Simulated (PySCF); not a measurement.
## Distorted geometries of [TaO2(OH)2]−

[TaO2(OH)2]− (singlet). PySCF 2.14.0, RKS B3LYP, Ta def2-SVP with ECP60, O def2-SVP, H def2-SVP; non-relativistic Hamiltonian with scalar-relativistic core potentials where named; density fitting; no spin-orbit coupling. Relaxed geometry:

```xyz
7

Ta   -0.0310   -0.0488    0.2311
O     1.3571    0.0736    1.3489
O     0.0449    1.2339   -1.0102
O    -1.7395    0.1666    1.2419
H    -2.3816    0.7960    0.8942
O     0.0438   -1.8408   -0.6455
H     0.6897   -2.4698   -0.3029
```

**Question.** Order these distorted geometries by energy above the relaxed one, lowest first.
A.
```xyz
7

Ta   -0.2867   -0.0148    0.3305
O     1.1816    0.1206    1.6235
O     0.0935    1.2440   -1.0681
O    -1.6240    0.2361    1.1582
H    -2.1737    0.7774    0.9833
O     0.2621   -2.0240   -0.6890
H     0.5304   -2.4286   -0.5808
```
B.
```xyz
7

Ta    0.0303   -0.1128    0.3443
O     1.1511   -0.0366    1.2450
O     0.1072    1.1811   -0.9996
O    -1.8111    0.1351    1.2294
H    -2.3802    0.7720    0.5212
O     0.1351   -1.6792   -0.4775
H     0.7509   -2.3489   -0.1053
```
C.
```xyz
7

Ta    0.1144   -0.1360    0.2064
O     1.4544    0.0982    1.3836
O     0.1212    1.3566   -0.9577
O    -1.6893    0.1073    1.3012
H    -2.3668    0.7627    0.9383
O    -0.0764   -1.7820   -0.7148
H     0.4259   -2.4961   -0.3994
```

**Answer.** C (0.77 eV), B (6.13 eV), A (28.51 eV).

**Question.** Which forces (eV/Å) act in the one that lies 6.13 eV up?

**Answer.** 
```
Ta  -30.00   6.64 -20.79
O    28.36   2.04  22.98
O     0.52  -0.42   0.90
O    -2.14   2.47  -2.35
H     2.39  -2.63   2.86
O     1.48  -8.50  -2.94
H    -0.61   0.40  -0.66
```
Forces carry noise of the integration grid, about 0.01 to 0.03 eV/Å.
